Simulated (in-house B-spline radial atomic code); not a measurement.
**Two electrons outside the [Ne] 3s2 3p6 core: Co⁷⁺**

Computed with an all-electron radial atomic-structure program (B-spline basis): configuration interaction (CI) of the two valence electrons in the field of the frozen Dirac-Fock core, alone and with many-body perturbation theory for the core (screened one- and two-electron correlation potentials), Breit and QED terms; no-pair Dirac Hamiltonian, finite nucleus. Labels give the configuration (outer n counted up each series) and the leading LS term, or the jj pair where no LS term holds 70 %.

The lowest nd levels tend to come out too strongly bound in this method, by some 0.05 to 0.2 eV for each d electron where measurements exist, which shifts their lines and rates.

Command:
```bash
python run_mb.py task.json out
```
Settings (nuclear radius in fm, box in bohr, cutoff in hartree):
```
basis_form          3
Z                   27
core_configuration  [Ne] 3s2 3p6
rms_radius          3.7875
mass_number         59
speed_of_light      137.036
box_radius          10.0
lmax                6
intervals           63
virtual_cutoff      1458.0
```

Run time, properties included: 100 s on 1 thread of Intel(R) Xeon(R) Platinum 8375C CPU @ 2.90GHz, on a shared host.

Excitation energies (cm⁻¹):

```csv
level,purity of the LS term,CI alone,CI + MBPT + Breit + QED,Landé g of the LS mixture
3d2 3F2,0.995,0,0,0.67
3d2 3F3,1.0,1433,1413,1.08
3d2 3F4,0.999,3199,3120,1.25
3d2 1D2,0.905,21165,20223,1.04
3d2 3P0,0.998,?,?,?
3d2 3P1,1.0,25378,23539,1.50
3d2 3P2,0.909,26571,24730,1.46
3d2 1G4,0.999,?,?,?
3d2 1S0,0.998,76154,77407,-
```

(1) Where does 3d2 1G4 lie?

(2) Where does 3d2 3P0 lie?

(3) What is the first ionisation energy?

Answers

(1) 33960 cm⁻¹ in CI alone and 32454 cm⁻¹ with all corrections; g = 1.00.

(2) 24854 cm⁻¹ in CI alone and 23010 cm⁻¹ with all corrections.

(3) 157.6 eV to the 3d3/2 state of the next ion (153.42 eV from CI alone). NIST lists 157.8 ± 0.6 eV (semi-empirical).
